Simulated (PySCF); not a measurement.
Br2Sn (SMILES [Br][Sn][Br]), singlet, at a GFN2-xTB geometry (such geometries of metal compounds can be far from the true shape) (core potentials on Sn). Base run: R2SCAN/def2-SVP (PySCF).

The PySCF input:
```python
from pyscf import gto, scf, dft

mol = gto.Mole()
mol.atom = '''
    Sn   -0.02127691   -0.00100366    0.95007996
    Br    1.02717262    1.67331750   -0.65419857
    Br   -0.99677703   -1.67188370   -0.70305852
'''
mol.basis = 'def2-svp'
mol.ecp = {'Sn': 'def2-svp'}
mol.verbose = 4
mol.build()

mf = dft.RKS(mol)
mf.xc = 'r2scan'
mf.kernel()
mf.analyze()
```

Each row names what was changed in the base input (with any setting that the change needs).

```
change                                     ΔE vs base (mEh)  grid points  electrons on the grid        outcome
-----------------------------------------  ----------------  -----------  ---------------------  -------------
base                                                  0.000        62808               91.99997      converged
grids.level = 0                                     -10.080         7728               91.99893      converged
grids.radi_method = gauss_chebyshev                  -1.187        61776               91.99997      converged
grids.level = 1                                      -3.395        22696               91.99998      converged
grids.level = 5                                      -0.180       136480               92.00000      converged
grids.level = 4                                      -0.219        92504               92.00000      converged
grids.prune = off                                     0.000       119352               91.99997      converged
grids.prune = dft.gen_grid.sg1_prune                      -            -                      -  input refused
grids.prune = dft.gen_grid.treutler_prune             0.000        63472               91.99997      converged
grids.becke_scheme = stratmann                       -0.028        62808               92.00000      converged
grids.atom_grid = (50, 194)                           4.800        18424               91.99997      converged
```

- grids.prune = dft.gen_grid.sg1_prune: ended with `IndexError: index 50 is out of bounds for axis 0 with size 19`
